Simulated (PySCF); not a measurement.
Two-component Hartree-Fock for Hf(31+) (hafnium, charge +31)

Start: [Kr] 4d5; 4d3/2 filled at m_j = -3/2, -1/2, +1/2, +3/2; 4d5/2 filled at m_j = +5/2. Calculated with PySCF 2.14 in an even-tempered Gaussian basis (17 s from 2.9 bohr⁻², ratio 2.8; 14 p from 3.8 bohr⁻², ratio 2.8; 9 d from 3.8 bohr⁻², ratio 2.8; 3 f from 16 bohr⁻², ratio 3): generalised Hartree-Fock with the X2C-1e Hamiltonian and a Gaussian nucleus; one run each with spin-orbit coupling (SO) switched off, then screened by Boettger's factors.

```tsv
spinor shell	electrons	ε, spin-free (eV)	ε, screened SO (eV)	weight of nominal j (screened SO)	rms radius, screened SO (bohr)
1s1/2	2	-66870.8	-66851.6	1.000	0.0215
2s1/2	2	-12557.3	-12550.7	1.000	0.0870
2p1/2	2	-11171.5	-12021.9	1.000	0.0740
2p3/2	4	-11171.5	-10821.1	1.000	0.0812
3s1/2	2	-3815.6	-3813.1	1.000	0.221
3p1/2	2	-3393.8	-3580.9	1.000	0.212
3d3/2	4	-2893.7	-2929.6	0.999	0.200
3d5/2	6	-2893.7	-2867.1	0.999	0.204
4s1/2	2	-1600.9	-1599.9	1.000	0.461
4p1/2	2	-1440.1	-1503.0	0.995	0.466
4p3/2	4	-1440.1	-1412.5	0.997	0.493
4d3/2	4	-1259.0	-1262.1	0.959	0.484
4d5/2	1	-1259.0	-1246.7	1.000	0.491
```

(1) Where does 3p3/2 lie, and what is the 3p spin-orbit splitting (screened SO)?

```tsv
quantity	spin-free	screened SO
E (hartree)	-14564.76896	-14581.26758
M_J	5/2	5/2
⟨J²⟩	8.750	8.756
⟨L²⟩	0.000	4.275
⟨S²⟩	8.750	3.839
```

Each row is a mean over spinors that exchange with the open shell spreads, by up to 20.240 eV (4p3/2).

Breit and QED terms are absent; they matter most for the inner s and p1/2 levels.

Densities and radii are taken from the X2C orbitals without a picture-change correction, which distorts them close to the nucleus.

Without spin-orbit coupling the j labels of p, d and f shells carry no meaning; the spin-free column gives the mean over the occupied spinors of each nl shell.

Answers

(1) At -3314.6 eV, 266.31 eV above 3p1/2.
